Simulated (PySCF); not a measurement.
5,5-difluorocyclopenta-1,3-diene (C₅H₄F₂), SMILES C1C(F)(F)C=CC=1. The structure is a stationary point at PBE0-D3(BJ)/def2-SVP. The values are those of a single conformer.

The numbers are results of PBE0-D3(BJ)/def2-SVP in PySCF, not measurements.

Harmonic wavenumbers (cm⁻¹): 166, 258, 439, 468, 554, 568, 690, 739, 772, 773, 869, 978, 981, 989, 1064, 1087, 1173, 1212, 1270, 1328, 1395, 1668, 1713, 3238, 3247, 3273, 3275. Rotational constants (GHz): 4.770, 2.526, 2.334; symmetry number 2.

Problem. Work out the zero-point energy and the ideal-gas rigid-rotor harmonic-oscillator thermochemistry at 298.15 K and 1 atm.

Solution. ZPE = ½ Σ hcν = ½ × 34186 cm⁻¹ = 204.48 kJ/mol. H − E(el) = 221.41 kJ/mol. Entropy in J/(mol K): translation 166.44, rotation 106.53, vibration 35.92, total 308.89. G − E(el) = 129.31 kJ/mol. Cp = 95.23 J/(mol K).
